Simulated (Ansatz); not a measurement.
ClFGeH4OSi (`F[SiH](Cl)[O][GeH3]`). Total charge 0; spin multiplicity 1. Geometry: relaxed with PBE0-D4/def2-TZVP. It is one conformer, not always the lowest.

```xyz
9

F     0.787    1.333    1.957
Si   -0.121    0.100    1.537
Cl    1.067   -1.560    1.668
O    -0.670    0.285    0.045
Ge   -0.061    0.008   -1.616
H    -1.230   -0.003    2.492
H    -0.918    0.921   -2.497
H     1.423    0.392   -1.652
H    -0.278   -1.476   -1.934
```

Q: What is the dipole moment at B3LYP/def2-TZVPP? (Best estimate.)

A: Computed: 2.14 D, with components (-0.68, -0.29, -2.01) D in this frame, pointing from negative to positive charge.

Q: And with PBE, r2SCAN, ωB97M-V? (An estimate is asked.)

A: Computed: PBE 2.08 D, r2SCAN 2.12 D, ωB97M-V 2.16 D.

Q: Give the Mulliken charges with B3LYP, PBE, ωB97M-V in def2-TZVPP. (Best estimate.)

A: Computed: 
```
atom  B3LYP    PBE  ωB97M-V
  F1  -0.31  -0.26    -0.29
 Si2   0.76   0.64     0.68
 Cl3  -0.25  -0.22    -0.22
  O4  -0.45  -0.38    -0.47
 Ge5   0.31   0.28     0.25
  H6  -0.07  -0.07    -0.03
  H7   0.00   0.00     0.02
  H8   0.01   0.01     0.04
  H9   0.00   0.00     0.03
```

B3LYP here is the variant with VWN-RPA as its local correlation; programs differ in this.
